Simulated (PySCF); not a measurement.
[SbCl6]- (charge -1).
Geometry (PBE0-D3(BJ)/def2-SVP, Å), atoms numbered from 1 in this order:
```xyz
7
SbCl6 angstrom
Sb     0.0000   -0.0005    0.0001
Cl    -0.0219   -0.0111    2.4003
Cl     0.0210    0.0114   -2.4002
Cl     2.4002    0.0066    0.0219
Cl    -2.4003   -0.0059   -0.0226
Cl    -0.0077    2.4001    0.0109
Cl     0.0086   -2.4006   -0.0103
```

Method: PBE0-D3(BJ)/def2-SVP geometry optimisation, gas phase, def2 core potentials past Kr in PySCF.

Which atoms are bound to Sb1, and at what distances?

6 atoms: Cl7 2.400 Å, Cl2 2.400 Å, Cl4 2.400 Å, Cl3 2.400 Å, Cl5 2.400 Å, Cl6 2.401 Å.

List the angles at Sb1.

```tsv
angle	degrees	distance of the outer atoms (Å)
Cl6–Sb1–Cl7	180.0	4.80
Cl2–Sb1–Cl3	180.0	4.80
Cl4–Sb1–Cl5	180.0	4.80
Cl5–Sb1–Cl7	90.1	3.40
Cl3–Sb1–Cl7	90.0	3.40
Cl2–Sb1–Cl5	90.0	3.40
Cl3–Sb1–Cl4	90.0	3.40
Cl4–Sb1–Cl6	90.0	3.40
Cl2–Sb1–Cl4	90.0	3.39
Cl2–Sb1–Cl7	90.0	3.39
Cl2–Sb1–Cl6	90.0	3.39
Cl3–Sb1–Cl6	90.0	3.39
Cl4–Sb1–Cl7	90.0	3.39
Cl3–Sb1–Cl5	90.0	3.39
Cl5–Sb1–Cl6	89.9	3.39
```

What is the shape at Sb1?

Octahedral: the three widest angles are 180.0°, 180.0° and 180.0°, the others run from 89.9° to 90.1°.

What are the rotational constants (commonest isotopes, rigid rotor)?

A = 627.4, B = 627.0, C = 626.8 MHz: a spherical top.

Point group: Oh (tolerance 0.08 Å). Charge -1, singlet. PBE0-D3(BJ)/def2-SVP frequencies: not computed here.

The run took 58 s wall on one thread, Arm Neoverse V1 (aarch64), shared host, and the process peaked at 0.59 GiB of memory. This is the geometry optimisation.
